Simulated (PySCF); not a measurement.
# Telling isomers of C7H7F apart by NMR

Computed data (PySCF): GIAO PBE0/pcSseg-1 shieldings, GFN2-xTB geometry. One computed conformer, in vacuum, rapidly exchanging positions averaged, no relativistic terms.

References, each an isolated molecule treated in the same way: ¹H and ¹³C against TMS. Splittings of carbon signals by F and P are missing where no couplings were computed. Where no couplings were computed, multiplicities follow the n + 1 count of equivalent neighbours, and m marks all less simple cases (inequivalent or close neighbours, rings, F or P nearby). Shifts are as computed. Against solution values, carbons near 30 ppm lie about +3 ppm off and those near 130 ppm about +5 ppm. Of 1211 compounds with measured shifts, 218 miss one by over three times the rms of a fit or turn the order of signals round; such compounds aren't used in these exercises.

(1) Tabulate the signals of `C#C[C@@H]1C[C@]12C[C@@H]2F`, `F[C@H]1[C@H]2C=C[C@@H]1C=C2` and their relative energies.

(2) What is the quickest way to tell C#C[C@@H]1C[C@]12C[C@@H]2F from F[C@H]1[C@H]2C=C[C@@H]1C=C2?

## Answers

(1) 
```tsv
SMILES	carbon types	δC	δH	E rel. (kcal/mol)
C#C[C@@H]1C[C@]12C[C@@H]2F	2×C 3×CH 2×CH2	90.0, 79.0, 72.9, 23.7, 20.2, 14.8, 10.1	4.82 (m, 1H), 2.12 (m, 1H), 1.61 (m, 1H), 1.34 (d, 1H), 1.27 (m, 1H), 1.03 (m, 1H), 1.02 (m, 1H)	47.4
F[C@H]1[C@H]2C=C[C@@H]1C=C2	7×CH	149.3, 147.7, 119.0, 57.6	7.01 (m, 2H), 6.98 (m, 2H), 4.78 (m, 1H), 3.50 (m, 2H)	0.0
```

Energies are electronic energies at PBE0/pcSseg-1 on these geometries, without zero-point or thermal terms, each for the one conformer computed, which needn't be the lowest.

(2) Count the carbon signals: 7 against 4. The first has an alkyne carbon (C) at 90.0 ppm, the second an alkene CH at 149.3 ppm. In the proton spectra the most deshielded non-exchanging signals are 4.82 (m, 1H) and 7.01 (m, 2H).
